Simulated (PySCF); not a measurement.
Dipole response of Ti⁺ (titanium, charge +1)

[Ar] 3d2 4s1, high-spin 4F determinant. Calculation: PySCF 2.14, in dyall-av2z; no relativity, point nucleus. Coupled (time-dependent) response in atomic units; α is the mean over directions. A double-zeta set is small for polarisabilities.

```tsv
method	mean α (bohr³)	C₆ (like pair)	S(−4)
B3LYP	46.81	291.4	1879
```

S(−4) is the Cauchy moment in α(ω) = α(0) + S(−4) ω² + …

α(iu) at B3LYP:

```csv
u (hartree),α(iu) (bohr³)
0,46.81
0.0500,42.58
0.100,33.82
0.200,19.63
0.300,12.51
0.500,6.851
0.750,4.319
1.00,3.124
1.50,1.938
2.00,1.340
3.00,0.7547
5.00,0.3389
```

A single London oscillator, α(iu) = α/(1 + u²/ω²), gives C₆ = (3/4) ω α². Matching the computed C₆ needs ω = 4 × 291.4 / (3 × 46.81²) = 0.177 hartree.

For an ion, C₆ is the dispersion term alone; charge-induced terms of lower order in 1/R come first.
